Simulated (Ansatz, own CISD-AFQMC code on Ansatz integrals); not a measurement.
CH2B2, SMILES `B=C=B` (charge 0, multiplicity 1).

Cartesian coordinates (Å):
```xyz
5

B      1.2529     0.1094     0.4510
C      0.0004    -0.1411    -0.0011
B     -1.2528    -0.3919    -0.4514
H      2.3376     0.3262     0.8426
H     -2.3380    -0.6092    -0.8412
```
Charge 0, multiplicity 1.

Frozen-core energies in cc-pVTZ from Ansatz (a program for electronic structure) at a geometry from PBE0-D3(BJ)/def2-TZVP; the HF reference has <S^2> = 0.00 and the T1 diagnostic is 0.018.

```tsv
level	energy (Ha)	difference from CCSDT(Q) (mHa)
HF	-88.33551	375.53
MP2	-88.67056	40.48
CCSD	-88.68641	24.63
CCSD(T)	-88.70871	2.34
CCSDT	-88.70923	1.82
phaseless AFQMC, CISD trial (own CISD-AFQMC code on Ansatz integrals; ±0.40 mHa)	-88.70959	1.46
CCSDT(Q)	-88.71104	0.00
```
